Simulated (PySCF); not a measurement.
Spectrum to structure. Theory: TDDFT CAM-B3LYP/def2-SVPD, vertical, gas phase, core orbitals frozen in the response in PySCF. Geometries: PBE0-D3(BJ)/def2-SVP, one conformer each.

```json
{"state": "S1", "λ (nm)": "229.7", "f": "0.011"}
{"state": "S2", "λ (nm)": "202.9", "f": "0.0095"}
{"state": "S3", "λ (nm)": "190.3", "f": "0.024"}
{"state": "S4", "λ (nm)": "189.3", "f": "0.0025"}
{"state": "S5", "λ (nm)": "181.6", "f": "0.0007"}
{"state": "S6", "λ (nm)": "179.2", "f": "0.0023"}
{"state": "S7", "λ (nm)": "176.7", "f": "0.532"}
{"state": "S8", "λ (nm)": "176.0", "f": "0.695"}
{"state": "S9", "λ (nm)": "171.5", "f": "0.0092"}
{"state": "S10", "λ (nm)": "170.8", "f": "0.0003"}
```

Triplets computed (Tamm–Dancoff): 4.07, 4.64, 4.79, 5.29 eV.

Problem. Which candidate is it? All have the formula C7H8FN.
A. 4-fluoro-2-methylaniline (`CC1=C(N)C=CC(F)=C1`)
B. 4-fluoro-N-methylaniline (`CNC1=CC=C(F)C=C1`)
C. 2-fluorobenzylamine (`NCC1=CC=CC=C1F`)

Solution. C. Its S1, at 5.40 eV, is the highest among the candidates; the nearest of the others has S1 at 4.75 eV. S1 is HOMO→LUMO (62%), HOMO-2→LUMO+1 (31%). Löwdin shares by element: HOMO carbon 70% or more (atoms not listed hold the other 30%); LUMO carbon 70% or more (atoms not listed hold the other 30%). At the same level the other candidates give, for their lowest levels:
- `Cc1cc(F)ccc1N`: 261 nm (f 0.065); 225 nm (f 0.013); 218 nm (f 0.082); 198 nm (f 0.003); 193 nm (f 0.002); HOMO -7.10, LUMO 0.74 eV
- `CNc1ccc(F)cc1`: 272 nm (f 0.055); 231 nm (f 0.001); 223 nm (f 0.187); 206 nm (f 0.011); 196 nm (f 0.001); HOMO -6.91, LUMO 0.67 eV

Shape of the structure used: `[NH2:1][CH2:2][c:3]1[cH:4][cH:5][cH:6][cH:7][c:8]1[F:9]`: N1–C2–C3–C4 -1°, H–N1–C2–C3 -59°, H–N1–C2–C3 60°.
